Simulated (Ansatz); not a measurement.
C2H6ClNSi2, SMILES N[SiH2]C#C[SiH2]Cl. Atoms are numbered in the order given.

```xyz
12

Si     1.9373    -0.4083     0.9617
Cl     2.9291    -0.4195    -0.8665
C      0.1609    -0.0884     0.6905
C     -1.0331     0.1262     0.5128
Si    -2.8290     0.4554     0.1789
N     -3.2196     0.6868    -1.4890
H      2.5229     0.6654     1.8021
H      2.1215    -1.7358     1.5989
H     -3.1859     1.6919     0.9228
H     -3.5836    -0.7229     0.6808
H     -2.9001     1.5299    -1.9581
H     -3.1702    -0.1070    -2.1218
```
Charge 0, spin multiplicity 1.

Coordinates come from a B3LYP-D3(BJ)/def2-SVP optimisation. This is a generated structure with no PubChem entry under its InChIKey; it may be hypothetical. One conformer was computed; it need not be the lowest.

Two levels are set side by side: PBE-D3(BJ)/def2-SVP (Ansatz, a program for electronic structure) and B3LYP-D3(BJ)/def2-SVP (Ansatz). Each level has its own optimised geometry; the coordinates shown are those of the second. Differences are taken from unrounded values.

```tsv
quantity	B3LYP-D3(BJ)	PBE-D3(BJ)	PBE-D3(BJ) minus B3LYP-D3(BJ)
mean bond length (Å)	1.517	1.527	0.010
bond Si1–Cl2 (Å)	2.080	2.084	0.004
bond Si1–C3 (Å)	1.825	1.829	0.004
bond C3–C4 (Å)	1.226	1.239	0.013
bond C4–Si5 (Å)	1.856	1.858	0.002
bond Si5–N6 (Å)	1.729	1.741	0.012
bond Si1–H7 (Å)	1.484	1.498	0.014
bond Si1–H8 (Å)	1.484	1.498	0.014
bond Si5–H9 (Å)	1.487	1.500	0.013
bond Si5–H10 (Å)	1.487	1.500	0.013
bond N6–H11 (Å)	1.016	1.024	0.008
bond N6–H12 (Å)	1.016	1.024	0.008
```

Exact exchange shortens and stiffens bonds; PBE has none. Differences between two approximate levels are no errors against the true value.
